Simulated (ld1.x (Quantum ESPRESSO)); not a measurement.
**What one change does to a pseudopotential (tin (Sn), TM)**

- Element: Sn
- Generator: ld1.x (Quantum ESPRESSO) 7.5
- Type: norm-conserving Troullier–Martins (Kleinman–Bylander form)
- Functional: PBEsol
- Relativity: scalar-relativistic
- Frozen core: [Kr]
- Valence charge: 14
- Reference configuration: 4d10 5s2 5p0.5 (charge +1.5)
- Partial waves: 5p (bound): rc 2.00 bohr; 4d (bound): rc 1.75 bohr; 5s (bound): rc 1.85 bohr
- Local potential: the s channel
- Core correction: a·sin(br)/r model core inside 1.45 bohr

Change: all radii but the core radius scaled by about 0.84 (s 1.56, p 1.68, d 1.48 bohr).

Cutoffs: the cutoffs (Ry, on a coarse ladder) from which the occupation-weighted sum of valence levels, in a spherical-Bessel basis at the reference potential, stays within 10 and 1 mRy of its value at 400 Ry; they do not see the model core or the augmentation charge, which bear on the density cutoff. Errors are all-electron minus pseudo energies relative to the spin-unpolarised reference configuration.

Task: What does the change do?

Result: The potential gets harder (80 Ry and 120 Ry → 90 Ry and 160 Ry); a bound ghost appears in p, which as a rule spoils a file; of the 7 tests that both files solve, the error grows in 3 and shrinks in 4 by more than 15 % and 0.3 meV (median size 2.1 → 2.6 meV). A smaller radius makes the pseudo-wave follow the all-electron one further in, where it bends more sharply, so more plane waves are needed.

```tsv
quantity	base	changed
cutoff, loose	80 Ry	90 Ry
cutoff, tight	120 Ry	160 Ry
loose cutoff by channel (10 mRy a level)	p 8 Ry, d 60 Ry, s 15 Ry	p 40 Ry, d 70 Ry, s 30 Ry
bound ghosts	none	p
error for 4d10 5s2 5p2, meV [ΔE -12.94 eV]	+4.9	+6.1
error for 4d10 5s2 5p1, meV [ΔE -6.05 eV]	+1.6	+2.0
error for 4d10 5s2 5p0, meV [ΔE 7.92 eV]	-2.1	-1.1
error for 4d10 5s1 5p3, meV [ΔE -5.94 eV]	+0.4	+2.6
error for 4d9 5s2 5p2, meV [ΔE 19.71 eV]	-329	-187
error for 4d10 5s1 5p2, meV [ΔE 1.64 eV]	-1.8	0.0
error for 4d10 5s1 5p0, meV [ΔE 38.94 eV]	-17	-6.0
```

 A true bound ghost makes a file unfit for plane-wave use even where its test errors are small: the radial tests pick states by their node count and pass the ghost by.
